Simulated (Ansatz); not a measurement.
H3OSb (SMILES [OH][SbH2]) moved off its minimum; all values from Ansatz (an electronic-structure program), cores frozen in correlated methods. Elements past Kr take the def2 small-core potentials, without spin–orbit coupling.
(charge 0, multiplicity 1)
```xyz
5

Sb    -0.0660    -0.2228     0.2112
H     -1.4356    -0.0076    -0.8202
H      0.5583    -1.6634    -0.7869
O      0.9080     1.1941    -0.7653
H      1.4192     1.8060    -0.2818
```

Forces at MP2/def2-TZVPPD (eV/Å):

| atom | Fx | Fy | Fz |
|---|---|---|---|
| Sb1 | 0.317 | -0.913 | -0.941 |
| H2 | 0.250 | -0.198 | 0.220 |
| H3 | -0.542 | 1.353 | 0.796 |
| O4 | -0.848 | -1.074 | -1.218 |
| H5 | 0.824 | 0.832 | 1.142 |

**Question.** Give the forces (eV/Å), the total energy and the dipole at CCSD(T)/def2-TZVPPD.

**Answer.** 
```json
[
 {"atom": "Sb1", "Fx": "0.372", "Fy": "-0.790", "Fz": "-0.718"},
 {"atom": "H2", "Fx": "0.118", "Fy": "-0.168", "Fz": "0.118"},
 {"atom": "H3", "Fx": "-0.468", "Fy": "1.193", "Fz": "0.684"},
 {"atom": "O4", "Fx": "-0.800", "Fy": "-1.016", "Fz": "-1.182"},
 {"atom": "H5", "Fx": "0.779", "Fy": "0.782", "Fz": "1.097"}
]
```
Energy -316.3051 hartree, dipole 1.78 D.
